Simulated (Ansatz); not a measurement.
`C[N](C)[Zn][O][SiH3]` + HCl → `[SiH3][O][Zn][Cl]` + `CNC`  (ligand exchange at a Zn–N bond)

Gas-phase electronic energies from Ansatz, PBE0-D4/def2-TZVP geometries. CCSD(T)/CBS adds triple-zeta CCSD(T) − MP2 to the extrapolated MP2 energy (def2 sets, frozen cores). This one scheme is used for every species. DFT in def2-TZVPP. B3LYP here is the variant with VWN-RPA as its local correlation; programs differ in this. HSE06 is defined as in plane-wave codes. For Zn outer-core shells are correlated without core-valence functions, which leaves a few kJ/mol of doubt a bond. Scalar relativity is left out up to krypton. One conformer a species, not always the lowest.

| level | ΔE (kJ/mol) | difference from CCSD(T)/CBS |
| --- | --- | --- |
| LDA (SPW92) | -105.9 | 21.4 |
| PBE-D4 | -114.9 | 12.4 |
| BLYP-D4 | -112.0 | 15.3 |
| r2SCAN-D4 | -123.0 | 4.3 |
| B97M-V | -127.9 | -0.6 |
| PBE0-D4 | -126.2 | 1.1 |
| r2SCANh-D4 | -126.5 | 0.8 |
| r2SCAN0-D4 | -131.5 | -4.2 |
| BHLYP-D4 | -135.7 | -8.4 |
| CAM-B3LYP-D4 | -123.0 | 4.3 |
| ωB97X-V | -127.0 | 0.3 |
| ωB97M-V | -126.7 | 0.6 |
| B2PLYP | -124.4 | 2.9 |
| PBE-QIDH | -129.1 | -1.8 |
| PBE | -119.1 | 8.2 |
| revPBE | -123.2 | 4.1 |
| BLYP | -120.5 | 6.8 |
| r2SCAN | -124.4 | 2.9 |
| PBE0 | -130.0 | -2.7 |
| B3LYP | -128.4 | -1.1 |
| r2SCANh | -128.0 | -0.7 |
| r2SCAN0 | -133.2 | -5.9 |
| HSE06 | -130.2 | -2.9 |
| BHLYP | -140.9 | -13.6 |
| CAM-B3LYP | -127.0 | 0.3 |
| LC-ωPBE | -125.6 | 1.7 |
| RPA@PBE/def2-TZVPP | -110.7 | 16.6 |
| HF/def2-SVP | -155.6 | -28.3 |
| MP2/def2-SVP | -115.7 | 11.6 |
| CCSD/def2-SVP | -121.1 | 6.2 |
| CCSD(T)/def2-SVP | -117.0 | 10.3 |
| HF/def2-TZVPP | -162.8 | -35.5 |
| MP2/def2-TZVPP | -114.7 | 12.6 |
| SCS-MP2/def2-TZVPP | -119.1 | 8.2 |
| CCSD/def2-TZVPP | -124.2 | 3.1 |
| HF/def2-QZVPP | -165.1 | -37.8 |
| MP2/def2-QZVPP | -120.5 | 6.8 |
| SCS-MP2/def2-QZVPP | -124.9 | 2.4 |
| HF/CBS(def2) | -165.4 | -38.1 |
| MP2/CBS(def2) | -123.4 | 3.9 |
| CCSD(T)/CBS | -127.3 | 0 |

Largest T1 diagnostic among the species: 0.015.

From BLYP to BHLYP (50 % exact exchange), in def2-TZVPP and without D4, ΔE moves by −20.4 kJ/mol. In def2-TZVPP, CCSD(T) changes the Hartree–Fock value by +44.2 kJ/mol (the triples alone add +5.6 kJ/mol) and MP2 by +48.1 kJ/mol.
